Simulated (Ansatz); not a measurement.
`[SiH3]S[SiH2]Cl` + `CC(F)S[SiH3]` → `[SiH3]S[SiH2]S[SiH3]` + `CC(F)Cl`  (formal exchange of groups at the Si–Cl bond)

Isolated molecules relaxed with PBE0-D4/def2-TZVP in Ansatz; ΔE leaves out vibrations. CCSD(T)/CBS is the MP2 limit (def2-TZVPP, def2-QZVPP) plus CCSD(T) − MP2 in def2-TZVPP, frozen cores. Functionals use def2-TZVPP. One conformer a species, not always the lowest.

(1) Is it downhill or uphill in electronic energy at CCSD(T)/CBS, and by how much? (Best estimate.)

(2) What do these levels give: ωB97X-V, PBE0, HF/def2-TZVPP, SCS-MP2/def2-TZVPP, CCSD/def2-TZVPP, SCS-MP2/def2-QZVPP? (Best estimate.)

Largest T1 diagnostic among the species: 0.012.

## Answers

(1) Ansatz gave: Uphill: ΔE = +6.2 kcal/mol.

(2) The calculation gave: ωB97X-V 6.4, PBE0 6.0, HF/def2-TZVPP 8.7, SCS-MP2/def2-TZVPP 6.5, CCSD/def2-TZVPP 6.7, SCS-MP2/def2-QZVPP 6.6 kcal/mol.

In def2-TZVPP, CCSD(T) changes the Hartree–Fock value by −2.5 kcal/mol (the triples alone add −0.6 kcal/mol) and MP2 by −2.9 kcal/mol. The D4 term adds −2.0 kcal/mol with B3LYP and −1.1 kcal/mol with PBE0; it sums over pairs of atoms, weighted by their polarisabilities, and B3LYP, whose exchange is more repulsive, gets the larger term.

B3LYP here is the variant with VWN-RPA as its local correlation; programs differ in this.
